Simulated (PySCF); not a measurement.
`Fc1ccc(C(F)(F)F)cc1`, C7H4F4

Geometry:
| atom | x (Å) | y (Å) | z (Å) |
| --- | --- | --- | --- |
| F1 | 3.378 | -0.041 | -0.243 |
| C2 | 2.054 | -0.021 | -0.143 |
| C3 | 1.388 | 1.196 | -0.221 |
| C4 | 0.000 | 1.210 | -0.116 |
| C5 | -0.702 | 0.019 | 0.066 |
| C6 | -2.203 | 0.020 | 0.131 |
| F7 | -2.687 | 1.227 | 0.434 |
| F8 | -2.745 | -0.341 | -1.039 |
| F9 | -2.656 | -0.841 | 1.048 |
| C10 | -0.013 | -1.194 | 0.148 |
| C11 | 1.373 | -1.219 | 0.043 |
| H12 | 1.961 | 2.114 | -0.361 |
| H13 | -0.542 | 2.156 | -0.170 |
| H14 | -0.564 | -2.124 | 0.301 |
| H15 | 1.936 | -2.152 | 0.105 |

Method: quadratic response CAM-B3LYP/aug-cc-pVDZ first hyperpolarisability, Taylor convention, gas phase (PySCF 2.14.0). Geometry: PBE0-D3(BJ)/def2-SVP.

Q: Give the tensor of the second harmonic β(−2ω;ω,ω) at 1907 nm in the axes of these coordinates.

A: In au, Taylor convention; rows are the first index (the induced dipole):
```tsv
	xx	yy	zz	xy	xz	yz
x	+105.5	-38.5	-11.3	-1.9	-9.8	+2.8
y	-2.0	+2.5	-4.8	-37.9	+2.7	+5.4
z	-9.8	+5.5	-2.5	+2.7	-11.3	-4.8
```
Norm of βᵢ = ⅓ Σⱼ (βᵢⱼⱼ + βⱼᵢⱼ + βⱼⱼᵢ): 56.7 au, hyper-Rayleigh value 42.5 au.
